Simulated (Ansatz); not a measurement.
Consider the cleavage of the Si–Si bond: `[SiH3][SiH2][SiH2][GeH2][SiH2][GeH3]` + `CC(N)N` → `CC(N)N[SiH3]` + `[SiH3][SiH2][GeH2][SiH2][GeH3]`.

Calculated with Ansatz (gas phase, PBE0-D4/def2-TZVP geometries, no zero-point term in ΔE). CBS: MP2 limit from def2 TZ/QZ plus the TZ coupled-cluster correction, frozen cores. DFT in def2-TZVPP. B3LYP here is the variant with VWN-RPA as its local correlation; programs differ in this. For Ge outer-core shells are correlated without core-valence functions, which leaves a few kJ/mol of doubt a bond. Scalar relativity is left out up to krypton. Each species was taken in one conformer, which may not be the lowest.

```tsv
level	ΔE (kJ/mol)	difference from CCSD(T)/CBS
PBE-D4	-17.9	15.7
r2SCAN-D4	-30.1	3.5
PBE0-D4	-22.0	11.6
B3LYP-D4	-35.1	-1.5
ωB97X-V	-34.9	-1.3
ωB97M-V	-38.9	-5.3
B2PLYP	-41.3	-7.7
PBE	-21.1	12.5
r2SCAN	-31.3	2.3
PBE0	-25.4	8.2
B3LYP	-40.4	-6.8
HF/def2-TZVPP	-55.7	-22.1
MP2/def2-TZVPP	-41.3	-7.7
SCS-MP2/def2-TZVPP	-45.3	-11.7
CCSD/def2-TZVPP	-37.6	-4.0
CCSD(T)/def2-TZVPP	-34.8	-1.2
HF/def2-QZVPP	-57.0	-23.4
MP2/def2-QZVPP	-41.0	-7.4
SCS-MP2/def2-QZVPP	-45.0	-11.4
HF/CBS(def2)	-57.1	-23.5
MP2/CBS(def2)	-40.1	-6.5
CCSD/CBS(def2)	-36.4	-2.8
CCSD(T)/CBS	-33.6	0
```

Largest T1 diagnostic among the species: 0.013.

The D4 term adds +5.3 kJ/mol with B3LYP and +3.4 kJ/mol with PBE0; it sums over pairs of atoms, weighted by their polarisabilities, and B3LYP, whose exchange is more repulsive, gets the larger term. From PBE to PBE0 (25 % exact exchange), in def2-TZVPP and without D4, ΔE moves by −4.2 kJ/mol.
